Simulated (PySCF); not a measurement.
Computed IR spectrum (relative IR intensity) of a molecule C4H6BF. The structure is a stationary point at PBE-D3(BJ)/def2-SVP. The values are those of a single conformer. Computed with PBE-D3(BJ)/def2-SVP in PySCF. Harmonic, unscaled wavenumbers; measured fundamentals usually lie a few per cent lower.

ν (cm⁻¹): 540 (w), 778 (m), 838 (w), 871 (w), 1077 (m), 1240 (w), 1291 (vs), 1323 (s), 1386 (w), 1396 (m), 1993 (vs), 3086 (vw) (against the strongest line: vs over 80 %, s over 45 %, m over 15 %, w over 4 %, vw less)

**Question.** Which structure fits?
A. C=C=CB(C)F
B. CC#CB(C)F
C. C[C@H]1C=CB1F
D. FB1CC=CC1

**Answer.** A, C=C=CB(C)F
